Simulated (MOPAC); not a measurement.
Input for MOPAC: PM7 on O2Zr (SMILES [O]=[Zr]=[O]), 2S+1 = 3, a spin state set in the input, which need not be the lowest.

```
PM7 1SCF PRECISE CHARGE=0 UHF MS=1 THREADS=1
O2Zr

Zr     0.49174645 1    -0.37846410 1     0.42967745 1
O      0.82308283 1     0.37318511 1    -1.13807642 1
O     -1.34799800 1     0.05275059 1     0.63817934 1
```

Output:

```
*******************************************************************************
 **                                                                           **
 **                              MOPAC v23.2.5                                **
 **                                                                           **
 *******************************************************************************
 ** MOPAC's Digital Object Identifier: https://doi.org/10.5281/zenodo.6511958 **
 **                                                                           **
 ** Please cite the open-source release paper for use of this MOPAC version:  **
 ** J. E. Moussa and J. J. P. Stewart (2026)                                  **
 ** MOPAC: An open-source semiempirical molecular orbital program             **
 ** J. Open Source Softw., 11(119), 8025, https://doi.org/10.21105/joss.08025 **
 *******************************************************************************

                              PM7 CALCULATION RESULTS

 *******************************************************************************
 *  PM7        - The PM7 Hamiltonian to be used
 *  UHF        - UNRESTRICTED HARTREE-FOCK CALCULATION
 *
 *
 *
 *                 CHARGE ON SYSTEM = 0
 *
 *
 *
 *  MS=        - IN MECI, MAGNETIC COMPONENT OF SPIN =  1.0
 *  PRECISE    - TIGHTER CRITERIA TO BE USED
 *  1SCF       - DO 1 SCF AND THEN STOP
 *  THREADS=1  - MULTI-THREADING NOT USED
 *  T=         - A TIME OF 172800.0 SECONDS REQUESTED
 *  DUMP=N     - RESTART FILE WRITTEN EVERY 7200.0 SECONDS REQUESTED
 *******************************************************************************
PM7 1SCF PRECISE CHARGE=0 UHF MS=1 THREADS=1
 O2Zr

   ATOM   CHEMICAL          X               Y               Z
  NUMBER   SYMBOL      (ANGSTROMS)     (ANGSTROMS)     (ANGSTROMS)

     1      Zr          0.49174645  *  -0.37846410  *   0.42967745  *
     2       O          0.82308283  *   0.37318511  *  -1.13807642  *
     3       O         -1.34799800  *   0.05275059  *   0.63817934  *



          CARTESIAN COORDINATES

    NO.       ATOM           X           Y           Z

     1        Zr          0.4917     -0.3785      0.4297
     2         O          0.8231      0.3732     -1.1381
     3         O         -1.3480      0.0528      0.6382

 General Reference for PM7:
 "Optimization of Parameters for Semiempirical Methods VI: More Modifications to the
 NDDO Approximations and Re-optimization of Parameters", J. J. P. Stewart, J. Mol. Mod., 1:32, 19 (2013)
 https://link.springer.com/article/10.1007/s00894-012-1667-x

           Empirical Formula: O2 Zr  =     3 atoms



      MOLECULAR POINT GROUP   :   Cs


          UHF CALCULATION, NO. OF ALPHA ELECTRONS =    9
                           NO. OF BETA  ELECTRONS =    7

 -------------------------------------------------------------------------------
 PM7 1SCF PRECISE CHARGE=0 UHF MS=1 THREADS=1
 O2Zr



     1SCF WAS SPECIFIED, SO BFGS WAS NOT USED
     SCF FIELD WAS ACHIEVED


                              PM7 CALCULATION
                                                       MOPAC v23.2.5 Linux




          FINAL HEAT OF FORMATION =         -8.82643 KCAL/MOL =     -36.92978 KJ/MOL


          COSMO AREA              =        144.67 SQUARE ANGSTROMS
          COSMO VOLUME            =        159.89 CUBIC ANGSTROMS

          IONIZATION POTENTIAL    =          5.108488 EV
          ALPHA SOMO LUMO (EV)    =         -5.108  2.038
          BETA  SOMO LUMO (EV)    =         -9.072 -1.304
          NO. OF ALPHA ELECTRONS  =          9
          NO. OF BETA  ELECTRONS  =          7
          MOLECULAR WEIGHT        =        123.2188         POINT GROUP:  Cs

          MOLECULAR DIMENSIONS (Angstroms)

            Atom       Atom       Distance
            O     3    O     2     2.82336
            O     2   Zr     1     1.17185
            O     3   Zr     1     0.00000


          SCF CALCULATIONS        =          1





   ATOM   CHEMICAL          X               Y               Z
  NUMBER   SYMBOL      (ANGSTROMS)     (ANGSTROMS)     (ANGSTROMS)

     1      Zr          0.49174645  *  -0.37846410  *   0.42967745  *
     2       O          0.82308283  *   0.37318511  *  -1.13807642  *
     3       O         -1.34799800  *   0.05275059  *   0.63817934  *

                             CARTESIAN COORDINATES

   1   Zr        0.491746450    -0.378464100     0.429677450
   2    O        0.823082830     0.373185110    -1.138076420
   3    O       -1.347998000     0.052750590     0.638179340


           Empirical Formula: O2 Zr  =     3 atoms



      MOLECULAR POINT GROUP   :   Cs


          ALPHA EIGENVALUES
 -27.01744 -23.86236 -13.05400 -11.31496 -11.06715 -10.27911 -10.19798  -9.44909
  -5.10849   2.03846   2.19615   3.00490   4.02218   5.06136  19.96320  20.78802
  21.36395


           BETA EIGENVALUES
 -23.17062 -22.37388 -10.37137 -10.13372  -9.89350  -9.53080  -9.07195  -1.30423
   0.93840   2.52608   3.26558   3.47474   4.78777   5.39405  20.81238  21.04734
  21.40687


              NET ATOMIC CHARGES AND DIPOLE CONTRIBUTIONS

  ATOM NO.   TYPE          CHARGE      No. of ELECS.   s-Pop       p-Pop       d-Pop
    1         Zr           1.294068        2.7059     0.61550     0.04607     2.04436
    2          O          -0.771419        6.7714     1.79482     4.97660
    3          O          -0.522648        6.5226     1.85168     4.67097
 DIPOLE           X         Y         Z       TOTAL
 POINT-CHG.     3.391    -3.868     5.286     7.375
 HYBRID         0.694    -0.682     0.880     1.312
 SUM            4.085    -4.550     6.165     8.683


          ATOMIC ORBITAL ELECTRON POPULATIONS

     Atom    s        px        py        pz      x^2-y^2     xz        z^2       yz        xy
    1 Zr   0.61550   0.02025   0.00887   0.01694   0.41738   0.40597   0.37582   0.51025   0.33494
    2  O   1.79482   1.51443   1.66128   1.80089
    3  O   1.85168   1.77372   1.58814   1.30911


                    (SZ)    =    1.000000
                    (S**2)  =    2.023745


          ATOMIC ORBITAL SPIN POPULATIONS

    Atom   Total    s     px     py     pz   x^2-y^2  xz     z^2    yz     xy
         Atomic
    1 Zr  0.8509  0.493 -0.001 -0.000  0.001  0.143 -0.066  0.013  0.228  0.041
    2  O  0.2638  0.009  0.226  0.027  0.001
    3  O  0.8853  0.026  0.060  0.236  0.564

 **********************
 *                    *
 * JOB ENDED NORMALLY *
 *                    *
 **********************




 == MOPAC DONE ==
```

The run finished.

Cost: very roughly 0.020 core-seconds.
